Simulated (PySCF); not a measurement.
`Cc1ccc[n+]([O-])c1`, C6H7NO

Geometry:
| atom | x (Å) | y (Å) | z (Å) |
| --- | --- | --- | --- |
| C1 | 2.208 | -0.090 | -0.112 |
| C2 | 0.714 | -0.063 | -0.049 |
| C3 | -0.030 | -1.240 | -0.024 |
| C4 | -1.410 | -1.150 | 0.053 |
| C5 | -2.023 | 0.079 | 0.103 |
| N6 | -1.304 | 1.226 | 0.080 |
| O7 | -1.875 | 2.343 | 0.125 |
| C8 | 0.044 | 1.142 | 0.004 |
| H9 | 2.552 | -0.955 | -0.675 |
| H10 | 2.618 | -0.160 | 0.895 |
| H11 | 2.594 | 0.814 | -0.574 |
| H12 | 0.461 | -2.198 | -0.066 |
| H13 | -2.019 | -2.040 | 0.071 |
| H14 | -3.093 | 0.208 | 0.161 |
| H15 | 0.558 | 2.092 | -0.014 |

Method: GIAO CAM-B3LYP/pcSseg-1 magnetisability, rotational g tensor and spin-rotation constants, non-relativistic, gas phase (PySCF). Geometry: GFN2-xTB.

Q: Give the nuclear spin-rotation constants along the inertial axes (H = +C I·J) beside the isotropic shieldings.

A: Rotational constants 3.8661, 1.9157, 1.2912 GHz. A star marks the isotopologue with that one atom substituted, in its own axes.
| atom | isotope | Caa (kHz) | Cbb (kHz) | Ccc (kHz) | mean (kHz) | σ (ppm) |
| --- | --- | --- | --- | --- | --- | --- |
| N6 | 14N | 0.922 | 0.438 | 0.093 | 0.484 | -85.1 |
| H9 | 1H | -0.117 | -0.152 | -0.103 | -0.124 | 29.5 |
| H10 | 1H | -0.346 | -0.208 | 0.020 | -0.178 | 29.2 |
| H11 | 1H | -0.414 | 0.011 | -0.115 | -0.172 | 29.6 |
| H12 | 1H | 0.170 | -0.075 | -0.147 | -0.017 | 25.0 |
| H13 | 1H | -0.418 | 0.218 | -0.141 | -0.114 | 24.5 |
| H14 | 1H | 0.298 | -0.116 | -0.134 | 0.017 | 23.6 |
| H15 | 1H | -0.397 | 0.235 | -0.136 | -0.099 | 23.5 |
| C1 | 13C* | 0.513 | 0.272 | 0.212 | 0.332 | 164.5 |
| C2 | 13C* | 1.963 | 0.780 | 0.145 | 0.963 | 37.0 |
| C3 | 13C* | 1.687 | 0.731 | 0.153 | 0.857 | 56.3 |
| C4 | 13C* | 1.309 | 0.983 | 0.148 | 0.814 | 49.1 |
| C5 | 13C* | 1.747 | 0.718 | 0.236 | 0.900 | 40.0 |
| O7 | 17O* | -2.269 | -0.949 | -0.243 | -1.153 | -122.3 |
| C8 | 13C* | 1.373 | 0.896 | 0.262 | 0.844 | 37.3 |

For the geometry as given, no vibrational averaging.

Q: How do the rotational constants and the g tensor change when H9, H10, H11, H12, H13, H14, H15 are replaced by deuterium?

A: Constants 3.2792, 1.6855, 1.1288 GHz; g -0.0506, -0.0337, 0.0044, against -0.0586, -0.0384, 0.0053 before.
